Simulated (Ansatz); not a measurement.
Results of the Gaussian-basis code of Ansatz.

A structure relaxed at PBE0-D4/def2-TZVP, charge 0, multiplicity 1:

```xyz
9

N    -1.354   -1.113    1.085
C    -0.487   -0.454    0.474
C     0.262   -0.666   -0.811
Ge    0.452    1.148   -0.096
F     2.051    1.478    0.501
H    -1.703   -0.620    1.907
H    -0.296   -0.977   -1.693
H     1.185   -1.233   -0.673
H    -0.111    2.436   -0.694
```

Task: Give its formula and SMILES.

Result: C2H4FGeN, `N=[C]1[CH2][GeH]1[F]`.

Task: Summarise the bond lengths by kind.

Result: 1 × C–N 1.250 Å; 1 × H–N 1.020 Å; 1 × C–C 1.502 Å; 2 × C–Ge 1.943 to 1.959 Å; 2 × C–H 1.089 to 1.092 Å; 1 × F–Ge 1.738 Å; 1 × Ge–H 1.528 Å.
